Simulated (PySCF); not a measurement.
C$_{2}$HF$_{4}$, doublet, geometry from GFN2-xTB; M062X/pcseg-1 in PySCF.

PySCF was given this input:
```python
from pyscf import gto, scf, dft

mol = gto.M(
    atom='''
F     1.820702   -0.896204   -0.118181
C     1.116609    0.215573   -0.255102
C    -0.341837    0.171542    0.012103
F    -0.643325    0.021024    1.322685
F    -0.968899   -0.827183   -0.623102
F    -0.910013    1.318865   -0.375855
H     1.665183    1.128782   -0.391922
''',
    basis='pcseg-1',
    charge=0,
    spin=1,
    verbose=3,
)

mf = dft.UKS(mol)
mf.xc = 'm062x'
mf.grids.radi_method = dft.radi.gauss_chebyshev
mf.kernel()
mf.analyze()
```

**Question.** Predict the main parts of the log of this PySCF run.

**Answer.** 
```
converged SCF energy = -475.867305494926  <S^2> = 0.75448205  2S+1 = 2.004477
**** MO energy ****
                             alpha | beta                alpha | beta
MO #1   energy= -25.2960054468857  | -25.2914213600529  occ= 1 | 1
MO #2   energy= -25.2882480329701  | -25.2880350236418  occ= 1 | 1
MO #3   energy= -25.2822474704626  | -25.2815791372876  occ= 1 | 1
MO #4   energy= -25.2765758765503  | -25.2751509438077  occ= 1 | 1
MO #5   energy= -10.8232100114857  | -10.8238700329565  occ= 1 | 1
MO #6   energy= -10.675900649994   | -10.6666440598767  occ= 1 | 1
MO #7   energy= -1.48925517946032  | -1.48755552640979  occ= 1 | 1
MO #8   energy= -1.43168117842318  | -1.41988034090646  occ= 1 | 1
MO #9   energy= -1.39733223622224  | -1.39619363123768  occ= 1 | 1
MO #10  energy= -1.38787649529746  | -1.38487803165931  occ= 1 | 1
MO #11  energy= -0.917016591701642 | -0.894806626372651 occ= 1 | 1
MO #12  energy= -0.795764504269758 | -0.783556875281797 occ= 1 | 1
MO #13  energy= -0.717153404298303 | -0.714438302322864 occ= 1 | 1
MO #14  energy= -0.711121425734489 | -0.704325836478659 occ= 1 | 1
MO #15  energy= -0.709557267878161 | -0.702260463606137 occ= 1 | 1
MO #16  energy= -0.649111134902113 | -0.640265210391018 occ= 1 | 1
MO #17  energy= -0.625129781820614 | -0.588840517805179 occ= 1 | 1
MO #18  energy= -0.58660307419468  | -0.583288570677009 occ= 1 | 1
MO #19  energy= -0.584354189459807 | -0.572848679436519 occ= 1 | 1
MO #20  energy= -0.57124762209202  | -0.563119237618118 occ= 1 | 1
MO #21  energy= -0.543635354738844 | -0.543052575584906 occ= 1 | 1
MO #22  energy= -0.540614089253123 | -0.537304909837443 occ= 1 | 1
MO #23  energy= -0.523201579046673 | -0.521251636747397 occ= 1 | 1
MO #24  energy= -0.485439614132097 | -0.47864185247553  occ= 1 | 1
MO #25  energy= -0.323862841612335 | -0.0630436747582319 occ= 1 | 0
MO #26  energy= 0.0853163443278566 | 0.0860372706887276 occ= 0 | 0
MO #27  energy= 0.111865882807063  | 0.120589983069763  occ= 0 | 0
MO #28  energy= 0.217943129542711  | 0.232228432313464  occ= 0 | 0
MO #29  energy= 0.233421314439308  | 0.241502932981266  occ= 0 | 0
MO #30  energy= 0.254654886904634  | 0.261041605834291  occ= 0 | 0
MO #31  energy= 0.268633705304202  | 0.276323764487155  occ= 0 | 0
MO #32  energy= 0.415441538643543  | 0.423444304094144  occ= 0 | 0
MO #33  energy= 0.418053040786426  | 0.436005067630395  occ= 0 | 0

To work with the spin densities directly, `use mulliken_meta_spin()` only printing them here.

 ** Mulliken spin pop alpha/beta on meta-lowdin orthogonal AOs **
 ** Mulliken Spin Density (per atom)  **
spin density of  0 F =      0.08119
spin density of  1 C =      0.90927
spin density of  2 C =     -0.00491
spin density of  3 F =      0.02898
spin density of  4 F =      0.01375
spin density of  5 F =      0.00383
spin density of  6 H =     -0.03209
 ** Mulliken pop alpha/beta on meta-lowdin orthogonal AOs **
 ** Mulliken atomic charges   ( Nelec_alpha | Nelec_beta ) **
charge of  0F =     -0.22831  (     4.65475      4.57356 )
charge of  1C =      0.14518  (     3.38204      2.47278 )
charge of  2C =      0.79033  (     2.60238      2.60729 )
charge of  3F =     -0.28995  (     4.65946      4.63049 )
charge of  4F =     -0.27690  (     4.64532      4.63157 )
charge of  5F =     -0.27833  (     4.64108      4.63725 )
charge of  6H =      0.13797  (     0.41497      0.44706 )
Dipole moment(X, Y, Z, Debye):  1.54364,  1.19550, -0.46427
```
